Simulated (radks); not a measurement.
The numbers below are computed, except where a source is named.
The caesium ion Cs+, [Xe]. Code: a radial shooting solver on a logarithmic mesh with Libxc functionals. Model: non-relativistic Kohn-Sham, PBE, spin-polarised, spherical densities, point nucleus. Every spin shell is full or empty, so the densities are truly spherical. Functionals are evaluated on that one density, not self-consistently. Rank these exchange functionals by their error against the exact value of the orbitals, and give that value: LDA, B88, PBE, PW86, WC, AM05, SOGGA, B86b, G96, MS2, Tao-Mo.

Answer. Exact: -183.955 hartree. From best to worst, with 100 (|E| - |E exact|)/|E exact| (equal figures are ties): B88 +0.01, B86b -0.03, PW86 -0.25, G96 +0.34, PBE -0.44, MS2 -0.62, Tao-Mo -0.84, WC -0.84, SOGGA -2.22, AM05 -4.39, LDA -4.69.
